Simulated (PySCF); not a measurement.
Compound: C6H9F.
SMILES with atom numbers: `[CH3:1][C@@H:2]1[C@@H:3]([F:4])[C:5]12[CH2:6][CH2:7]2` (hydrogens: H8, H9, H10 on C1; H11 on C2; H12 on C3; H13, H14 on C6; H15, H16 on C7)

A GFN2-xTB structure was refined with PBE0-D3(BJ)/def2-SVP geometry optimisation, gas phase (PySCF 2.14.0). Its GFN2-xTB values:

```tsv
coordinate	GFN2-xTB
C1–C2	1.512 Å
C1–H8	1.073 Å
C2–C3	1.523 Å
C2–C5	1.485 Å
C2–H11	1.091 Å
C3–F4	1.355 Å
C3–C5	1.463 Å
C3–H12	1.077 Å
C5–C6	1.485 Å
C5–C7	1.476 Å
C6–C7	1.507 Å
C6–H13	1.097 Å
C6–H14	1.089 Å
C7–H15	1.069 Å
C7–H16	1.081 Å
C1–C2–C3	120.2°
C2–C3–F4	116.8°
C2–C5–C3	62.2°
C2–C5–C7	137.5°
C3–C5–C6	137.7°
C3–C5–C7	136.8°
F4–C3–C5	120.4°
C5–C7–C6	59.7°
C1–C2–C3–F4	138°
C1–C2–C5–C3	108°
C3–C5–C6–C7	-129°
C3–C5–C7–C6	130°
```

Q: How do these coordinates change at the PBE0-D3(BJ)/def2-SVP level?

A: 
| coordinate | PBE0-D3(BJ)/def2-SVP (Å or °) | change |
| --- | --- | --- |
| C1–H8 | 1.101 | +0.028 |
| C7–H15 | 1.095 | +0.026 |
| C3–H12 | 1.097 | +0.020 |
| C2–C3 | 1.507 | -0.016 |
| C7–H16 | 1.094 | +0.013 |
| C5–C6 | 1.475 | -0.010 |
| C6–C7 | 1.515 | +0.008 |
| C1–C2 | 1.505 | -0.007 |
| C2–H11 | 1.097 | +0.006 |
| C2–C5 | 1.491 | +0.006 |
| C6–H14 | 1.094 | +0.005 |
| C3–F4 | 1.358 | +0.003 |
| C5–C7 | 1.479 | +0.003 |
| C6–H13 | 1.094 | -0.003 |
| C3–C5 | 1.466 | +0.003 |
| F4–C3–C5 | 118.5 | -1.9 |
| C2–C3–F4 | 118.4 | +1.6 |
| C3–C5–C6 | 136.0 | -1.7 |
| C2–C5–C7 | 138.8 | +1.3 |
| C3–C5–C7 | 137.8 | +1.0 |
| C1–C2–C3 | 121.2 | +1.0 |
| C2–C5–C3 | 61.3 | -0.9 |
| C5–C7–C6 | 59.0 | -0.7 |
| C1–C2–C3–F4 | 141 | +3 |
| C3–C5–C7–C6 | 129 | -1 |
| C3–C5–C6–C7 | -131 | -2 |
| C1–C2–C5–C3 | 110 | +2 |

The energy falls by 2.0 kcal/mol over 14 energy and gradient evaluations, the largest force component goes from 0.0276 to 3.5e-04 Eh/bohr, and the atoms move by 0.049 Å rms after alignment. The bond that changes most is C1–H8 (methyl carbon to methyl hydrogen), which lengthens by 0.028 Å. Bonds longer at the end by more than 0.005 Å: 8 of 17; shorter: 3. Rotational constants go from 3056, 2668, 1658 to 3025, 2713, 1665 MHz.

The run used 143 basis functions and 81 SCF cycles in all. The run took 1.8 min of wall time on one thread, Arm Neoverse V1 (aarch64) (shared host), and the process peaked at 0.67 GiB of memory.

PBE0-D3(BJ)/def2-SVP frequencies: not computed here.
